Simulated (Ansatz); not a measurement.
Consider the redistribution: `S[SiH](Cl)CCl` + `[SnH4]` → `S[SiH2]Cl` + `Cl[CH2][SnH3]`.

Gas-phase electronic energies from Ansatz, PBE0-D4/def2-TZVP geometries. CCSD(T)/CBS adds triple-zeta CCSD(T) − MP2 to the extrapolated MP2 energy (def2 sets, frozen cores). Functionals use def2-TZVPP. HSE06 is defined as in plane-wave codes. Elements past krypton have def2 core potentials. For Sn outer-core shells are correlated without core-valence functions, which leaves a few kJ/mol of doubt a bond. One conformer a species, not always the lowest.

`S[SiH](Cl)CCl`:

Z-matrix (Å, degrees):
```
Si
Cl 1 2.051
C 1 1.874 2 108.3
S 1 2.121 2 106.3 3 120.1
H 1 1.479 2 108.6 3 -118.2
Cl 3 1.787 1 107.4 2 -178.5
H 3 1.090 1 112.3 2 62.8
H 3 1.091 1 111.7 2 -60.5
H 4 1.347 1 92.1 2 -174.1
```

`[SnH4]`:

Z-matrix (Å, degrees):
```
Sn
H 1 1.704
H 1 1.704 2 109.5
H 1 1.704 2 109.5 3 -120.0
H 1 1.704 2 109.5 3 120.0
```

`S[SiH2]Cl`:

```xyz
6

S     0.401    1.094   -1.245
Si    0.220   -0.324    0.321
Cl   -1.169   -1.783   -0.077
H    -0.802    1.650   -1.017
H    -0.200    0.323    1.583
H     1.549   -0.960    0.434
```

`Cl[CH2][SnH3]`:

```xyz
8

Cl    1.214    1.972    0.396
C     1.075    0.260   -0.080
Sn   -0.978   -0.394    0.027
H     1.705   -0.321    0.591
H     1.462    0.167   -1.094
H    -1.518   -0.206    1.631
H    -1.057   -2.039   -0.434
H    -1.903    0.561   -1.037
```

Q: Is it downhill or uphill in electronic energy at CCSD(T)/CBS, and by how much? (Estimate.)

A: Ansatz gave: Uphill: ΔE = +5.4 kcal/mol.

Q: What do these levels give: B97M-V, BHLYP-D4, PBE, revPBE, PBE0, HSE06, RPA@PBE/def2-TZVPP, MP2/def2-SVP, CCSD/def2-SVP, CCSD/def2-TZVPP, SCS-MP2/def2-QZVPP, MP2/CBS(def2)? (Estimate.)

A: The calculation gave: B97M-V 9.2, BHLYP-D4 7.2, PBE 5.9, revPBE 4.8, PBE0 6.5, HSE06 6.4, RPA@PBE/def2-TZVPP 5.4, MP2/def2-SVP 7.3, CCSD/def2-SVP 7.0, CCSD/def2-TZVPP 6.1, SCS-MP2/def2-QZVPP 5.0, MP2/CBS(def2) 5.2 kcal/mol.

Largest T1 diagnostic among the species: 0.013.

From BLYP to BHLYP (50 % exact exchange), in def2-TZVPP and without D4, ΔE moves by +1.6 kcal/mol. Leaving LDA and LC-ωPBE aside and taking each functional with its dispersion term where it has one, the values, not all of them listed here, spread over 3.4 kcal/mol, from B2PLYP to B97M-V. LDA lies +2.8 kcal/mol from PBE without D4. The D4 term adds +1.7 kcal/mol with B3LYP and +1.0 kcal/mol with PBE0; it sums over pairs of atoms, weighted by their polarisabilities, and B3LYP, whose exchange is more repulsive, gets the larger term.

B3LYP here is the variant with VWN-RPA as its local correlation; programs differ in this.
